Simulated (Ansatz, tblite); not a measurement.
Adding an electron: the cluster Li₄H⁺. The state is a singlet with charge 1. Geometry: PBE0-D4/def2-TZVP. Ansatz, gas phase; energy differences of separate SCF runs; the reduced species was run as a doublet alone.

```xyz
5

Li    1.232   -0.941   -0.186
Li    0.514    1.924   -1.460
Li   -1.340   -0.562   -0.581
Li   -0.129    0.625    1.437
H    -0.278   -1.046    0.790
```

The xTB rows come from tblite. The structure comes from a short search, and lower isomers may exist.

```
              level  −HOMO (eV)  −LUMO (eV)  vertical EA (eV)  HOMO–LUMO gap (eV)                                  remarks
           GFN1-xTB       14.68       13.82             11.72                0.86                                        –
           GFN2-xTB       11.62       10.27              7.79                1.35                                        –
   PBE-D4/def2-TZVP        7.44        5.89              4.21                1.54                                        –
r2SCAN-D4/def2-TZVP        7.42        5.54              4.16                1.88  spin-contaminated (⟨S²⟩ 1.05) (doublet)
  PBE0-D4/def2-TZVP        8.06        5.31              4.15                2.75  spin-contaminated (⟨S²⟩ 0.84) (doublet)
```

  Raw xTB energy differences between charge states are shifted by several eV; the methods need an empirical correction for them.
